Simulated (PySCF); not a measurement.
Bonding in `Cc1cpc(C2CC2)pc1`

C₈H₁₀P₂.
SMILES with atom numbers: `[CH3:1][c:2]1[cH:3][p:4][c:5]([CH:6]2[CH2:7][CH2:8]2)[p:9][cH:10]1` (hydrogens: H11, H12, H13 on C1; H14 on C3; H15 on C6; H16, H17 on C7; H18, H19 on C8; H20 on C10)

Geometry (GFN2-xTB, Å), atoms numbered from 1 in this order:
```xyz
20
C8H10P2 angstrom
C      3.723    0.344   -0.098
C      2.242    0.085   -0.030
C      1.810   -1.224    0.088
P      0.198   -1.847    0.165
C     -0.818   -0.435    0.054
C     -2.269   -0.724    0.103
C     -3.214    0.234    0.780
C     -3.240    0.100   -0.703
P     -0.337    1.236   -0.102
C      1.390    1.174   -0.116
H      4.037    0.407   -1.141
H      3.978    1.284    0.387
H      4.282   -0.460    0.376
H      2.574   -1.993    0.144
H     -2.497   -1.781    0.202
H     -4.030   -0.175    1.356
H     -2.783    1.133    1.200
H     -2.828    0.905   -1.294
H     -4.074   -0.405   -1.166
H      1.852    2.152   -0.207
```

Bond orders from the PBE0/pcSseg-1 density (PySCF). The structure is a single GFN2-xTB conformer in the gas phase; no vibrational or solvent corrections.

Question: How far do the computed orders between heavy atoms stray from the drawn ones?

Answer: The largest departure is 0.247, at C5–P9 (drawn aromatic, 1.253), counting aromatic bonds as 1.5. The bonds drawn aromatic range from 1.25 to 1.43.

Question: Set the Mayer orders of the bonds beside their lengths.

Answer: 
```csv
bond,drawn as,length (Å),Mayer order
C1–C2,single,1.504,1.065
C2–C3,aromatic,1.384,1.433
C3–P4,aromatic,1.730,1.332
P4–C5,aromatic,1.743,1.288
C5–C6,single,1.480,1.033
C6–C7,single,1.507,0.922
C7–C8,single,1.489,0.974
C5–P9,aromatic,1.746,1.253
P9–C10,aromatic,1.729,1.366
C10–C2,aromatic,1.386,1.410
C8–C6,single,1.507,0.922
C1–H11,single,1.091,0.944
C1–H12,single,1.088,0.953
C1–H13,single,1.088,0.954
C3–H14,single,1.085,0.922
C6–H15,single,1.086,0.950
C7–H16,single,1.080,0.956
C7–H17,single,1.081,0.944
C8–H18,single,1.081,0.944
C8–H19,single,1.080,0.956
C10–H20,single,1.086,0.926
```

Bonds between the same two heavy elements. C–C: lowest C6–C7 and C8–C6 (0.922, 1.507 Å), highest C2–C3 (1.433, 1.384 Å); in 2 of the 21 pairs the longer bond (by over 0.003 Å) has the higher order (by 0.02 or more). C–P: lowest C5–P9 (1.253, 1.746 Å), highest P9–C10 (1.366, 1.729 Å). Bonds named together lie within 0.004.

Question: Sum the orders of all bonds at each heavy atom with more than one neighbour and set the sums beside the valence in the SMILES.

Answer: C1 3.916 (drawn 4), C2 3.908 (drawn 4), C3 3.687 (drawn 4), P4 2.620 (drawn 3), C5 3.574 (drawn 4), C6 3.827 (drawn 4), C7 3.796 (drawn 4), C8 3.796 (drawn 4), P9 2.619 (drawn 3), C10 3.702 (drawn 4). Orders between atoms that aren't bonded are not in these sums.

The Mayer order sums products of elements of PS (density times overlap matrix) between the two atoms' basis functions, so it depends on the basis set.

The run behind these numbers computed NMR shieldings as well. Hardware: an x86-64 server with one thread, on a shared host. Cost: 36 s wall.
